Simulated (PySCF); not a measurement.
Isomers of C7H8O3.

All values: PBE0/pcSseg-1 (PySCF) at GFN2-xTB geometries, gas phase, one conformer each.

Problem. Rank by LUMO energy, lowest first.
A. `[CH3:1][O:2]/[CH:3]=[CH:4]/[C:5]1=[CH:6][CH2:7][O:8][C:9]1=[O:10]` with C1–O2–C3–C4 0°, C3–C4–C5–C6 -1°
B. `[CH3:1][C@@H:2]([OH:3])[c:4]1[cH:5][cH:6][c:7](=[O:8])[o:9][cH:10]1` with C1–C2–O3–H -179°, C1–C2–C4–C5 -76°
C. `[CH3:1][C:2]#[C:3][CH2:4][C:5](=[O:6])[O:7][C:8]([CH3:9])=[O:10]` with C3–C4–C5–O6 107°, C4–C5–O7–C8 166°, C5–O7–C8–C9 170°
D. `[O:1]=[C:2]1[O:3][CH:4]=[CH:5][C@@H:6]1[C@@H:7]1[CH2:8][C@@H:9]1[OH:10]` with C5–C6–C7–C8 -179°, C8–C9–O10–H 66°
E. `[CH3:1][O:2][C:3]1([CH3:4])[C:5](=[O:6])[CH:7]=[CH:8][C:9]1=[O:10]` with C1–O2–C3–C4 180°, O2–C3–C5–O6 -32°, C3–C5–C7–C8 -14°, C7–C8–C9–O10 -164°, O2–C3–C9–C8 -146°
F. `[CH3:1][O:2][C:3](=[O:4])[c:5]1[cH:6][cH:7][c:8]([CH3:9])[o:10]1` with C1–O2–C3–O4 0°, O2–C3–C5–C6 180°

Solution. E (-2.85 eV), B (-1.84 eV), A (-1.50 eV), F (-1.07 eV), C (-0.86 eV), D (-0.41 eV).

Problem. Rank by dipole moment, lowest first.
A. `[O:1]=[C:2]1[O:3][CH:4]=[CH:5][C@@H:6]1[C@@H:7]1[CH2:8][C@@H:9]1[OH:10]` with C5–C6–C7–C8 -179°, C8–C9–O10–H 66°
B. `[CH3:1][C@@H:2]([OH:3])[c:4]1[cH:5][cH:6][c:7](=[O:8])[o:9][cH:10]1` with C1–C2–O3–H -179°, C1–C2–C4–C5 -76°
C. `[CH3:1][O:2]/[CH:3]=[CH:4]/[C:5]1=[CH:6][CH2:7][O:8][C:9]1=[O:10]` with C1–O2–C3–C4 0°, C3–C4–C5–C6 -1°
D. `[CH3:1][CH2:2][c:3]1[cH:4][cH:5][c:6]([C:7](=[O:8])[OH:9])[o:10]1` with C1–C2–C3–C4 0°, C5–C6–C7–O8 1°, C6–C7–O9–H 180°
E. `[CH3:1][O:2][C:3]1([CH3:4])[C:5](=[O:6])[CH:7]=[CH:8][C:9]1=[O:10]` with C1–O2–C3–C4 180°, O2–C3–C5–O6 -32°, C3–C5–C7–C8 -14°, C7–C8–C9–O10 -164°, O2–C3–C9–C8 -146°
F. `[CH3:1][C:2](=[O:3])[O:4]/[CH:5]=[CH:6]/[CH:7]=[CH:8]/[CH:9]=[O:10]` with C1–C2–O4–C5 180°, C2–O4–C5–C6 180°, C5–C6–C7–C8 180°, C7–C8–C9–O10 0°

Solution. E (2.75 D), D (3.05 D), A (3.40 D), C (4.03 D), B (4.23 D), F (5.26 D).

Problem. Rank by the lowest Hirshfeld charge on any atom, lowest value first.
A. `[CH3:1][O:2][C:3](=[O:4])[c:5]1[cH:6][cH:7][c:8]([CH3:9])[o:10]1` with C1–O2–C3–O4 0°, O2–C3–C5–C6 180° (methyl 5-methyl-2-furoate)
B. `[CH3:1][C@@H:2]([OH:3])[c:4]1[cH:5][cH:6][c:7](=[O:8])[o:9][cH:10]1` with C1–C2–O3–H -179°, C1–C2–C4–C5 -76°
C. `[CH3:1][O:2][C:3]1([CH3:4])[C:5](=[O:6])[CH:7]=[CH:8][C:9]1=[O:10]` with C1–O2–C3–C4 180°, O2–C3–C5–O6 -32°, C3–C5–C7–C8 -14°, C7–C8–C9–O10 -164°, O2–C3–C9–C8 -146°
D. `[CH3:1][C:2](=[O:3])[O:4]/[CH:5]=[CH:6]/[CH:7]=[CH:8]/[CH:9]=[O:10]` with C1–C2–O4–C5 180°, C2–O4–C5–C6 180°, C5–C6–C7–C8 180°, C7–C8–C9–O10 0°
E. `[O:1]=[C:2]1[O:3][CH:4]=[CH:5][C@@H:6]1[C@@H:7]1[CH2:8][C@@H:9]1[OH:10]` with C5–C6–C7–C8 -179°, C8–C9–O10–H 66°

Solution. B (-0.280 e), A (-0.269 e), E (-0.251 e), D (-0.239 e), C (-0.215 e).

All values together:

```json
{"SMILES": "CO/C=C/C1=CCOC1=O", "μ (D)": "4.03", "HOMO (eV)": "-6.52", "LUMO (eV)": "-1.50", "lowest IAO charge (e)": "-0.450 (O)", "highest IAO charge (e)": "+0.509 (C)", "lowest Hirshfeld charge (e)": "-0.269 (O)", "highest Hirshfeld charge (e)": "+0.191 (C)"}
{"SMILES": "CCc1ccc(C(=O)O)o1", "μ (D)": "3.05", "HOMO (eV)": "-6.83", "LUMO (eV)": "-1.18", "lowest IAO charge (e)": "-0.481 (O)", "highest IAO charge (e)": "+0.512 (C)", "lowest Hirshfeld charge (e)": "-0.285 (O)", "highest Hirshfeld charge (e)": "+0.188 (C/H)"}
{"SMILES": "CC(=O)O/C=C/C=C/C=O", "μ (D)": "5.26", "HOMO (eV)": "-7.00", "LUMO (eV)": "-2.30", "lowest IAO charge (e)": "-0.476 (C)", "highest IAO charge (e)": "+0.533 (C)", "lowest Hirshfeld charge (e)": "-0.239 (O)", "highest Hirshfeld charge (e)": "+0.229 (C)"}
{"SMILES": "O=CO[C@@H]1CCC=CC1=O", "μ (D)": "5.01", "HOMO (eV)": "-7.48", "LUMO (eV)": "-1.79", "lowest IAO charge (e)": "-0.448 (O)", "highest IAO charge (e)": "+0.409 (C)", "lowest Hirshfeld charge (e)": "-0.254 (O)", "highest Hirshfeld charge (e)": "+0.175 (C)"}
{"SMILES": "COC1(C)C(=O)C=CC1=O", "μ (D)": "2.75", "HOMO (eV)": "-7.02", "LUMO (eV)": "-2.85", "lowest IAO charge (e)": "-0.415 (C)", "highest IAO charge (e)": "+0.347 (C)", "lowest Hirshfeld charge (e)": "-0.215 (O)", "highest Hirshfeld charge (e)": "+0.148 (C)"}
{"SMILES": "COC(=O)c1ccc(C)o1", "μ (D)": "2.65", "HOMO (eV)": "-6.73", "LUMO (eV)": "-1.07", "lowest IAO charge (e)": "-0.480 (O)", "highest IAO charge (e)": "+0.500 (C)", "lowest Hirshfeld charge (e)": "-0.269 (O)", "highest Hirshfeld charge (e)": "+0.188 (C)"}
{"SMILES": "C[C@@H](O)c1ccc(=O)oc1", "μ (D)": "4.23", "HOMO (eV)": "-6.99", "LUMO (eV)": "-1.84", "lowest IAO charge (e)": "-0.549 (O)", "highest IAO charge (e)": "+0.488 (C)", "lowest Hirshfeld charge (e)": "-0.280 (O)", "highest Hirshfeld charge (e)": "+0.185 (C)"}
{"SMILES": "CC#CCC(=O)OC(C)=O", "μ (D)": "4.43", "HOMO (eV)": "-7.44", "LUMO (eV)": "-0.86", "lowest IAO charge (e)": "-0.477 (C)", "highest IAO charge (e)": "+0.540 (C)", "lowest Hirshfeld charge (e)": "-0.230 (O)", "highest Hirshfeld charge (e)": "+0.228 (C)"}
{"SMILES": "O=C1OC=C[C@@H]1[C@@H]1C[C@@H]1O", "μ (D)": "3.40", "HOMO (eV)": "-7.19", "LUMO (eV)": "-0.41", "lowest IAO charge (e)": "-0.535 (O)", "highest IAO charge (e)": "+0.524 (C)", "lowest Hirshfeld charge (e)": "-0.251 (O)", "highest Hirshfeld charge (e)": "+0.214 (C)"}
```

Conformers: `[CH3:1][O:2]/[CH:3]=[CH:4]/[C:5]1=[CH:6][CH2:7][O:8][C:9]1=[O:10]` with C1–O2–C3–C4 0°, C3–C4–C5–C6 -1°; `[CH3:1][CH2:2][c:3]1[cH:4][cH:5][c:6]([C:7](=[O:8])[OH:9])[o:10]1` with C1–C2–C3–C4 0°, C5–C6–C7–O8 1°, C6–C7–O9–H 180°; `[CH3:1][C:2](=[O:3])[O:4]/[CH:5]=[CH:6]/[CH:7]=[CH:8]/[CH:9]=[O:10]` with C1–C2–O4–C5 180°, C2–O4–C5–C6 180°, C5–C6–C7–C8 180°, C7–C8–C9–O10 0°; `[O:1]=[CH:2][O:3][C@@H:4]1[CH2:5][CH2:6][CH:7]=[CH:8][C:9]1=[O:10]` with O1–C2–O3–C4 8°, C2–O3–C4–C5 -155°, O3–C4–C5–C6 178°, C4–C5–C6–C7 49°, C5–C6–C7–C8 -18°, C7–C8–C9–O10 169°; `[CH3:1][O:2][C:3]1([CH3:4])[C:5](=[O:6])[CH:7]=[CH:8][C:9]1=[O:10]` with C1–O2–C3–C4 180°, O2–C3–C5–O6 -32°, C3–C5–C7–C8 -14°, C7–C8–C9–O10 -164°, O2–C3–C9–C8 -146°; `[CH3:1][O:2][C:3](=[O:4])[c:5]1[cH:6][cH:7][c:8]([CH3:9])[o:10]1` with C1–O2–C3–O4 0°, O2–C3–C5–C6 180°; `[CH3:1][C@@H:2]([OH:3])[c:4]1[cH:5][cH:6][c:7](=[O:8])[o:9][cH:10]1` with C1–C2–O3–H -179°, C1–C2–C4–C5 -76°; `[CH3:1][C:2]#[C:3][CH2:4][C:5](=[O:6])[O:7][C:8]([CH3:9])=[O:10]` with C3–C4–C5–O6 107°, C4–C5–O7–C8 166°, C5–O7–C8–C9 170°; `[O:1]=[C:2]1[O:3][CH:4]=[CH:5][C@@H:6]1[C@@H:7]1[CH2:8][C@@H:9]1[OH:10]` with C5–C6–C7–C8 -179°, C8–C9–O10–H 66°.
